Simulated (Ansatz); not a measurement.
Basis sets compared for the cluster CoSi3 (the lowest doublet isomer of a short search). The state is a doublet with charge 0. Geometry PBE-D4/def2-SVP. Ansatz on 4 threads of Arm Neoverse V1 on a shared host; times are rough, and most runs start from earlier orbitals.

```tsv
atom	x (Å)	y (Å)	z (Å)
Co1	-1.034	0.116	-0.516
Si2	-0.807	-1.063	1.273
Si3	1.117	-0.126	0.557
Si4	0.724	1.072	-1.314
```

At PBE-D4/def2-SVP, r2SCAN-D4/def2-TZVP, r2SCAN-D4/def2-TZVPD the charge 0 doublet is spin-contaminated (final ⟨S²⟩ up to 0.94, 0.75 for a pure state). The structure comes from a short search, and lower isomers may exist.

Binding counts from free atoms (Co quartet, Si triplet) in the same basis, without a counterpoise term.

```
                            level  functions  energy (Eh)  HOMO (eV)  LUMO (eV)  binding per atom (eV)  wall time
                  PBE-D4/def2-SVP         85   -2250.0902      -4.75      -3.81                   3.10      1.8 s
                 PBE-D4/def2-TZVP        156   -2250.5997      -4.89      -4.01                   3.04      3.7 s
r2SCAN-D4/def2-TZVP (with forces)        156   -2251.1410      -5.31      -3.77                   2.81       24 s
```

(1) Estimate the rows for PBE-D4/def2-TZVPD, r2SCAN-D4/def2-TZVPD.

Results:

(1) 
```json
{"level": "PBE-D4/def2-TZVPD", "functions": "177", "energy (Eh)": "-2250.6005", "HOMO (eV)": "-4.92", "LUMO (eV)": "-4.05", "binding per atom (eV)": "3.04", "wall time": "4.3 s"}
{"level": "r2SCAN-D4/def2-TZVPD", "functions": "177", "energy (Eh)": "-2251.1417", "HOMO (eV)": "-5.32", "LUMO (eV)": "-3.79", "binding per atom (eV)": "2.82", "wall time": "22 s"}
```
